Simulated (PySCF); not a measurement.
A PySCF script (with the pyscf-properties extension) for the NMR shieldings of SMILES COC(CC(F)F)OC, C$_{5}$H$_{10}$F$_{2}$O$_{2}$, on a GFN2-xTB geometry:

```python
import basis_set_exchange as bse
import numpy as np
from pyscf import gto, dft
from pyscf.prop import nmr

atoms = """
C     2.376958   -0.441488   -0.236565
O     1.394254    0.186108    0.550172
C     0.081176    0.098588    0.052805
C    -0.603749   -1.209545    0.477624
C    -1.993878   -1.300397   -0.121481
F    -2.622121   -2.427732    0.291645
F    -1.928373   -1.388986   -1.475651
O    -0.677197    1.138154    0.577133
C    -0.259249    2.427414    0.169695
H     2.254465   -1.529569   -0.250790
H     3.331432   -0.194211    0.223175
H     2.357723   -0.068839   -1.267982
H     0.111139    0.162943   -1.057191
H    -0.015416   -2.065942    0.146410
H    -0.686318   -1.219394    1.564045
H    -2.628518   -0.439696    0.130964
H    -0.302068    2.520075   -0.921768
H    -0.956218    3.125352    0.626734
H     0.756153    2.636415    0.513564
"""
names = dict.fromkeys(["C", "O", "F", "H"], "pcSseg-1")
basis = {el: gto.basis.parse(bse.get_basis(n, elements=[el], fmt="nwchem")) for el, n in names.items()}
mol = gto.M(atom=atoms, basis=basis, charge=0, verbose=0)
mf = dft.RKS(mol, xc="PBE0")
mf.grids.level = 2
mf.grids.alignment = dft.numint.BLKSIZE   # the property module wants whole blocks of grid points
mf.conv_tol = 1e-9
mf.kernel()

calc = nmr.RKS(mf)   # GIAO
C = mf.mo_coeff
Co = C[:, mf.mo_occ > 0]
resp = mf.gen_response(singlet=True, hermi=2)
def vind(x):   # induced exchange potential for any number of trial vectors
    d = np.einsum("pi,xij,qj->xpq", C, 2 * x.reshape(-1, C.shape[1], Co.shape[1]), Co, optimize=True)
    return np.einsum("xpq,pi,qj->xij", resp(d - d.transpose(0, 2, 1)), C, Co, optimize=True).ravel()
mo1, _ = nmr.rhf.solve_mo1(calc, with_cphf=vind)
sigma = calc.kernel(mo1)
for i, s in enumerate(sigma):   # ppm
    w = np.linalg.eigvalsh((s + s.T) / 2)
    print("%2d %-2s iso %8.1f  s11 %8.1f  s22 %8.1f  s33 %8.1f" % (i, mol.atom_pure_symbol(i), w.mean(), *w))
```

Q: What are the results?

A: 
```
 0 C  iso    130.1  s11     98.8  s22    108.3  s33    183.4
 1 O  iso    284.1  s11    239.6  s22    267.0  s33    345.7
 2 C  iso     78.7  s11     57.6  s22     75.0  s33    103.6
 3 C  iso    145.5  s11    124.3  s22    150.0  s33    162.3
 4 C  iso     64.7  s11     45.7  s22     65.7  s33     82.7
 5 F  iso    310.5  s11    198.0  s22    335.1  s33    398.6
 6 F  iso    314.3  s11    224.8  s22    337.4  s33    380.8
 7 O  iso    263.6  s11    214.8  s22    265.9  s33    310.1
 8 C  iso    129.6  s11     93.7  s22    111.1  s33    183.8
 9 H  iso     28.4  s11     23.9  s22     26.7  s33     34.5
10 H  iso     27.8  s11     23.8  s22     25.3  s33     34.3
11 H  iso     28.6  s11     24.8  s22     26.3  s33     34.6
12 H  iso     27.4  s11     26.2  s22     27.0  s33     29.2
13 H  iso     29.5  s11     25.4  s22     30.5  s33     32.6
14 H  iso     29.9  s11     26.4  s22     29.5  s33     33.7
15 H  iso     25.5  s11     22.4  s22     26.6  s33     27.4
16 H  iso     28.7  s11     24.9  s22     26.3  s33     34.8
17 H  iso     28.0  s11     23.8  s22     25.7  s33     34.4
18 H  iso     27.7  s11     23.0  s22     26.4  s33     33.6
```

These numbers come from an equivalent density-fitted implementation of the same equations, which agrees with the script to about 0.01 ppm for H and up to a few tenths of a ppm for heavy atoms, so last digits may differ.

Q: Turn these shieldings into chemical shifts. Chemical shifts δ = σref − σ; ¹³C (σref 186.93) and ¹H (σref 31.72) against TMS; H2O for ¹⁷O (σref 336.08); ¹⁹F (σref 170.95) vs CFCl3, all at this level.

A: Averaging equivalent atoms: C 4: 122.2; C 2: 108.2; C 0/8: 57.1; C 3: 41.4; O 1/7: 62.2; F 5/6: -141.5; H 15: 6.25; H 12: 4.27; H 9/10/11/16/17/18: 3.55; H 13/14: 2.02 ppm. Unscaled 19F shifts against computed CFCl3 carry errors that often reach 10 to 50 ppm. Experimental scales use liquid or dissolved standards, which lie at an offset from isolated H2O (liquid H2O: subtract about 36 ppm).

Size and cost of the density-fitted run: 203 basis functions, 63 s wall time on 1 thread of an Arm Neoverse N1, shared host; peak memory 0.83 GiB.
